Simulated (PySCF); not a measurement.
C6H21AlN2: core ionisation energies

Species: bis(trimethylamine) alane, C₆H₂₁AlN₂.
Numbering: `[CH3:1][N+:2]([CH3:3])([CH3:4])[AlH3-2:5][N+:6]([CH3:7])([CH3:8])[CH3:9]`

Method used: delta-SCF UKS SCAN, pcX-2 on the ionised atom, pcseg-1 elsewhere, spin-free X2C in PySCF 2.14.0. Vertical ΔSCF values, vacuum level as zero.

Problem. List the computed XPS lines with their assignment.

Solution. 
```json
{"atom(s)": "Al5", "bonded to": "2 N and 3 H", "level": "Al 1s", "binding energy (eV)": "1564.28", "count": "1"}
{"atom(s)": "N2/N6", "bonded to": "3 C and Al", "level": "N 1s", "binding energy (eV)": "405.38", "count": "2"}
{"atom(s)": "C1 (×6)", "bonded to": "N and 3 H", "level": "C 1s", "binding energy (eV)": "291.30", "count": "6"}
```

Problem. Give the binding energy of N 1s of N2 (atom 2)/N6 in hartree and in kJ/mol.

Solution. 405.38 eV = 14.8974 Eh = 39113 kJ/mol.

Atoms equivalent by their bonding share one computed value, that of the first of them. Geometry: PBE0-D3(BJ)/def2-SVP; no solvent, vibrations or thermal averaging.
